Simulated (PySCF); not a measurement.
Compound: C3H9NSi.
SMILES: `C1CN[SiH2]C1`

Jobs on this species (14 atoms, 48 electrons) with PySCF (density fitting). Hardware of each: one thread, Arm Neoverse V2 (aarch64) (shared host). The host was shared with other jobs, so the times are rough. Peak memory is the resident size of the whole Python process, interpreter and libraries included.

```csv
level and settings,work,basis functions,SCF cycles,wall time,peak memory
"delta-SCF UKS PBE0, pcX-2 on the ionised atom, pcseg-1 elsewhere, spin-free X2C","ΔSCF core ionisation, 6 holes",161,?,?,?
"delta-SCF UKS SCAN, pcX-1 on the ionised atom, pcseg-1 elsewhere, spin-free X2C","ΔSCF core ionisation, 6 holes",141,?,?,?
"delta-SCF UKS SCAN, def2-TZVP on the ionised atom, pcseg-1 elsewhere, spin-free X2C","ΔSCF core ionisation, 6 holes",138,88,38 s,0.52 GiB
"delta-SCF UKS PBE, pcX-2 on the ionised atom, pcseg-1 elsewhere, spin-free X2C","ΔSCF core ionisation, 6 holes",161,86,25 s,0.58 GiB
"delta-SCF UKS SCAN, pcX-2 on the ionised atom, pcseg-1 elsewhere, spin-free X2C","ΔSCF core ionisation, 6 holes",161,90,43 s,0.60 GiB
"delta-SCF UKS HF, pcX-2 on the ionised atom, pcseg-1 elsewhere, spin-free X2C","ΔSCF core ionisation, 6 holes",161,77,22 s,0.66 GiB
"delta-SCF UKS SCAN, pcX-2 on the ionised atom, pcseg-1 elsewhere, non-relativistic","ΔSCF core ionisation, 6 holes",161,90,41 s,0.65 GiB
"delta-SCF UKS B3LYP, pcX-2 on the ionised atom, pcseg-1 elsewhere, spin-free X2C","ΔSCF core ionisation, 6 holes",161,81,47 s,0.71 GiB
"PBE0-D3(BJ)/def2-SVP, grid level 1",geometry optimisation from a GFN2-xTB start shaken at random,119,31,26 s,0.47 GiB
```

Q: Fill in the missing figures.

A: 
- delta-SCF UKS PBE0, pcX-2 on the ionised atom, pcseg-1 elsewhere, spin-free X2C; ΔSCF core ionisation, 6 holes: 43 s, 0.68 GiB, 81 SCF cycles
- delta-SCF UKS SCAN, pcX-1 on the ionised atom, pcseg-1 elsewhere, spin-free X2C; ΔSCF core ionisation, 6 holes: 34 s, 0.52 GiB, 90 SCF cycles

Q: What do all jobs in the table cost together?

A: About 5.3 min; the longest takes about 15 % of that, and about 2.1 times as long as the shortest.
